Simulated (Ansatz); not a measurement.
`CC#CC[SiH3]`. Charge 0, multiplicity 1.

```
atom   x (Å)   y (Å)   z (Å)
  C1  -2.047  -1.282   1.384
  C2  -0.815  -0.872   0.737
  C3   0.214  -0.545   0.204
  C4   1.419  -0.092  -0.456
 Si5   1.149   1.609  -1.234
  H6  -1.886  -1.474   2.447
  H7  -2.439  -2.198   0.935
  H8  -2.816  -0.510   1.296
  H9   2.253  -0.027   0.252
 H10   1.724  -0.793  -1.240
 H11   0.786   2.591  -0.181
 H12   0.058   1.535  -2.238
 H13   2.400   2.057  -1.906
```

(1) What are the harmonic wavenumbers in cm⁻¹ at PBE0-D4/def2-TZVP (Ansatz, finite differences of forces, unscaled)? (An estimate is asked.)

Answers

(1) Ansatz gave: 9, 90, 131, 220, 251, 407, 455, 506, 568, 746, 782, 832, 922, 944, 947, 1046, 1046, 1156, 1163, 1224, 1407, 1431, 1469, 1471, 2215, 2237, 2242, 2369, 3045, 3046, 3088, 3113, 3114.
